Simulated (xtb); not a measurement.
xtb input:

```bash
xtb mol.xyz --gfn 2 --sp --chrg 1 --uhf 0
```
mol.xyz:
```
5

P      0.96137432    -0.43871587     0.42963620
P     -0.88563636     0.31940383    -0.46907882
H      1.69503628     0.70692991     0.00998309
H     -1.04420076     1.52255596     0.26567279
H     -1.78690483    -0.43980534     0.31598352
```

Q: What final total energy does it print?

A: -6.06280 Eh (GFN2-xTB).

This state (charge 1, singlet) is run at the relaxed geometry of the species with charge 0 and multiplicity 2.
